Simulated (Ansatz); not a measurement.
Born–Oppenheimer molecular dynamics of BF₂H₂N (6 atoms, charge 0, multiplicity 1). It starts from a relaxed structure.

Level of theory: RKS PBE-D4/def2-mTZVP in Ansatz 0.2.0.

```
ensemble        : NVT, Langevin thermostat
time step       : 0.5 fs
steps asked     : 300
set temperature : 1000 K
friction        : 0.01 /fs
seed            : 896685
```

First frame:

```xyz
6
Properties=species:S:1:pos:R:3
B 0.000 0.000 0.080
N 0.000 0.000 1.481
H -0.848 -0.097 2.030
H 0.848 0.097 2.030
F 1.145 0.131 -0.615
F -1.145 -0.131 -0.615
```

(1) How far do the bonds stretch over the last three quarters of this one trajectory? (Pairs bonded in most of those frames.)

## Answers

(1) 
```csv
bond,mean (Å),spread (Å),shortest,longest
B1–N2,1.417,0.036,1.34,1.49
B1–F5,1.343,0.026,1.29,1.40
B1–F6,1.350,0.030,1.28,1.42
N2–H3,1.020,0.021,0.98,1.06
N2–H4,1.026,0.045,0.93,1.13
```

Mean temperature of the second half: 566 K. The mean temperature of the second half is 43 % below the set value. A run of 0.15 ps of so small a system gives no equilibrium averages.

Time of the run: 2.8 min on 1 thread of AMD EPYC 9R45 96-Core Processor (Zen 5) (shared host), peak memory 0.15 GiB.
